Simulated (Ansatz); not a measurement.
Geometry optimisation, Ansatz, DFT PBE, scalar-relativistic, plane waves, PAW.

The input (input.yaml):

```yaml
crystal:
  lattice:
    - [0.0, 5.43, 5.43]
    - [5.43, 0.0, 5.43]
    - [5.43, 5.43, 0.0]
  atoms:
    - { symbol: Si, position: [0.0, 0.0, 0.0] }
    - { symbol: Si, position: [0.125, 0.125, 0.125] }
    - { symbol: Si, position: [0.0, 0.0, 0.5] }
    - { symbol: Si, position: [0.125, 0.125, 0.625] }
    - { symbol: Si, position: [0.0, 0.5, 0.0] }
    - { symbol: Si, position: [0.125, 0.625, 0.125] }
    - { symbol: Si, position: [0.0, 0.5, 0.5] }
    - { symbol: Si, position: [0.125, 0.625, 0.625] }
    - { symbol: Si, position: [0.5, 0.0, 0.0] }
    - { symbol: Si, position: [0.625, 0.125, 0.125] }
    - { symbol: Si, position: [0.5, 0.0, 0.5] }
    - { symbol: Si, position: [0.625, 0.125, 0.625] }
    - { symbol: Si, position: [0.5, 0.5, 0.0] }
    - { symbol: Si, position: [0.625, 0.625, 0.125] }
    - { symbol: Si, position: [0.5, 0.5, 0.5] }
    - { symbol: Si, position: [0.625, 0.625, 0.625] }
    - { symbol: Ge, position: [0.0530884, 0.8196387, 0.3166897] }
basis:
  ecutwfc: 420.0
kpoints:
  mp_grid: { grid: [2, 2, 2] }
hamiltonian:
  xc: pbe
  pseudopotentials: { kind: paw, azcp: { folder: soft_1 } }
scf:
  occupations: { method: gaussian, width: 0.05 }
  lower_state_search: "off"
relax:
  f_tol: 0.03
  max_steps: 60
  adjacent_minimum: "off"
output:
  write_density: true
  write_potential: true
  elf: true
  volumetric_format: npy
```

Command:

```bash
$ ansatz run input.yaml --threads 1 --pin off --max-ram 3072MiB --backend cpu --events-out ev --progress --plain --runs-dir out
```

Q: Where does it end, and by what steps?

A: It converged. Limits of this set-up: coarse k mesh. After 5 steps the energy has fallen by 1.584 eV; Si11 moved furthest, 0.47 Å.

```csv
step,energy less start (eV),largest force component (eV/Å),accepted
0,0.0000,3.270,yes
1,-1.1834,1.304,yes
2,-1.5449,0.182,yes
3,-1.5668,0.195,yes
4,-1.5834,0.032,yes
5,-1.5840,0.008,yes
```

```xyz
17
Lattice="0.0000 5.4300 5.4300 5.4300 0.0000 5.4300 5.4300 5.4300 0.0000" Properties=species:S:1:pos:R:3
Si -0.121 -0.138 0.122
Si 1.480 1.235 1.482
Si 2.854 2.837 0.123
Si 3.821 4.325 1.611
Si 2.962 -0.246 2.470
Si 3.950 1.236 3.951
Si 5.309 2.837 2.578
Si 6.910 4.196 3.951
Si 0.090 2.628 2.737
Si 1.276 4.042 4.158
Si 2.446 5.702 2.988
Si 4.105 6.872 4.158
Si 2.697 2.628 5.344
Si 4.336 3.811 6.528
Si 5.520 5.451 5.344
Si 6.706 6.872 6.758
Ge 6.128 2.019 4.735
```

Run time: 42 s on 1 thread of Intel(R) Xeon(R) Platinum 8259CL CPU @ 2.50GHz (Skylake/Cascade Lake), with other jobs on the host, peak memory 0.62 GiB.
